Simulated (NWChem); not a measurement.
# SiH₃O cation; SMILES [OH+]=[SiH2]

```xyz
5

O     -0.1516    -1.0894     0.0000
Si    -0.0505     0.4951     0.0000
H      0.5695    -1.7460     0.0000
H      1.2551     1.1754     0.0000
H     -1.3552     1.1623     0.0000
```
Atoms are numbered in this order, from 1.

Results from NWChem. Pople sets run with spherical d functions. Geometry: optimised at B3LYP/6-31G* (spherical d). B3LYP is NWChem's, with the RPA form of VWN correlation. GIAO values for the isolated, static molecule; σ is the absolute isotropic shielding, δ = σ(reference) − σ with the isolated reference molecule computed at the same levels (1H: tetramethylsilane, 17O: water, 29Si: tetramethylsilane).

For level B3LYP/6-311G**:

| Property | Value |
|---|---|
| δ O1 (ppm) | 200.9 |
| δ H3 (ppm) | 9.18 |
| δ H4 (ppm) | 7.20 |
| δ H5 (ppm) | 7.02 |

Q: Estimate the same quantities for level B3LYP/6-31G*.

A: The δ O1 (ppm) is 172.5, the δ H3 (ppm) is 8.91 and the δ H4 (ppm) comes out as 7.40. The δ H5 (ppm) comes out as 7.23.
